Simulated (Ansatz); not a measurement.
```yaml
crystal:
  periodic: [false, false, false]
  atoms:
    - {symbol: Ge, position_ang: [0.747262, 1.666953, 0.369997]}
    - {symbol: Ge, position_ang: [0.985277, -0.549789, -0.646997]}
    - {symbol: Ge, position_ang: [-1.165834, 0.147148, 0.557533]}
    - {symbol: H, position_ang: [-0.566706, -1.264322, -0.280533]}
basis:
  gaussian: {orbitals: def2-TZVPP}
magnetization: {spin_polarized: true, initial_magnetization: 1}
hamiltonian: {xc: {name: HSE06}}
output: {forces: true}
```

```sh
$ ansatz run in.yaml --threads 4 --pin off --events-out ev --progress --plain --max-ram 3916MiB
```

Output, abridged:

```
Functional definition: HSE06
1054 factors; integrals over basis functions are off by at most 7.1e-4 eV
73 factors; integrals over basis functions are off by at most 5.4e-7 eV
mean field evaluation 1: about -169548.1176 eV, gradient 1.6e1 eV
mean field evaluation 2: about -169547.8054 eV, gradient 1.6e1 eV
mean field evaluation 4: about -169548.9525 eV, gradient 9.2e-1 eV
mean field evaluation 8: about -169548.9994 eV, gradient 7.7e-2 eV
mean field evaluation 16: about -169548.9995 eV, gradient 2.2e-4 eV
mean field evaluation 32: about -169548.8074 eV, gradient 2.0e0 eV
mean field -169548.99948758 eV, -6230.8108067289 hartree, gradient 4.2e-5 eV, S^2 0.757959; 6 other end points of the search recorded, 0 dependent functions left out
reference -169548.99951390 eV, -6230.8108076964 hartree; 49, 48 occupied and 109, 110 virtual orbitals, 1054 factors
Total energy: -169548.99951390 eV, -6230.8108076964 hartree
Atom 0 at     0.747262     1.666953     0.369997 Å, force    -0.005802    -0.012805    -0.002889 eV/Å
Atom 1 at     0.985277    -0.549789    -0.646997 Å, force    -0.016905     0.011748     0.012157 eV/Å
Atom 2 at    -1.165834     0.147148     0.557533 Å, force     0.021954    -0.000827    -0.009597 eV/Å
Atom 3 at    -0.566706    -1.264322    -0.280533 Å, force     0.000752     0.001885     0.000330 eV/Å
Dipole moment:    -0.027150    -0.060561    -0.013437 e Å
```

It took 12 s on 4 threads of Arm Neoverse V2 on a shared host, peak host memory 0.6 GiB.

HSE06 is defined as in plane-wave codes, on full-range PBE exchange.
